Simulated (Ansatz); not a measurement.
```xyz
3

N    -0.0095    0.4184   -0.3381
H     0.0353    1.3201    0.2001
O     0.0447   -0.5382    0.2870
```

Basis set: 6-31G (spherical functions). Correlated methods keep 2 orbitals frozen. Charge 0, multiplicity 1.

Computed with Ansatz (development build ahead of 0.2.0); each method stands on the lowest determinant of its kind that the runs found. Restricted open shells among the atoms or ions are ROHF, correlated in semicanonical orbitals with singles.

(1) Give the atomization energy at this shape (free ground-state atoms in the same class of orbitals less the molecule, no zero-point energy) of singlet HNO by RHF-MP2, RHF.

## Answers

(1)

| method | atomization energy |
| --- | --- |
| RHF-MP2 | 522.9 kJ/mol |
| RHF | 126.8 kJ/mol |

This basis has no polarisation functions and is too small for such energies, which can lie far from measured ones in either direction.
